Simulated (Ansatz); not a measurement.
Al₃O₃⁺. Charge 1, multiplicity 1. Geometry r2SCAN-D4/def2-SVP.

```xyz
6

Al    0.661   -1.823   -2.268
Al   -0.668    1.416   -0.914
Al   -0.335    0.976    2.800
O     0.363   -0.661    0.437
O     0.178   -0.483   -0.986
O    -0.198    0.576    0.930
```

B3LYP takes the VWN-RPA correlation. The structure holds 2 bond(s) between oxygen atoms. Another isomer (singlet) lies 8.22 eV lower at PBE0-D4/def2-TZVP; other spin states weren't run for this one.

Estimate the orbital energies around the gap (eV) in Ansatz with PBE-D4/def2-TZVP, BLYP-D4/def2-TZVP, B3LYP-D4/def2-TZVP, PBE0-D4/def2-SVP, PBE0-D4/def2-TZVP.


```
orbital  PBE-D4/def2-TZVP  BLYP-D4/def2-TZVP  B3LYP-D4/def2-TZVP  PBE0-D4/def2-SVP  PBE0-D4/def2-TZVP
 HOMO−5            -14.61             -14.42              -15.89            -16.29             -16.27
 HOMO−4            -13.04             -12.85              -14.48            -14.90             -14.87
 HOMO−3            -11.00             -10.85              -12.04            -12.38             -12.38
 HOMO−2            -10.55             -10.42              -11.75            -11.86             -11.92
 HOMO−1            -10.51             -10.37              -11.28            -11.42             -11.45
   HOMO             -9.53              -9.38              -10.29            -10.44             -10.47
   LUMO             -7.72              -7.55               -6.87             -6.65              -6.68
 LUMO+1             -7.02              -6.84               -6.24             -6.08              -6.09
 LUMO+2             -6.30              -6.14               -5.68             -5.53              -5.53
 LUMO+3             -6.24              -6.09               -5.62             -5.48              -5.47
 LUMO+4             -6.04              -5.87               -5.26             -5.08              -5.09
 LUMO+5             -5.80              -5.63               -5.22             -5.06              -5.08
```
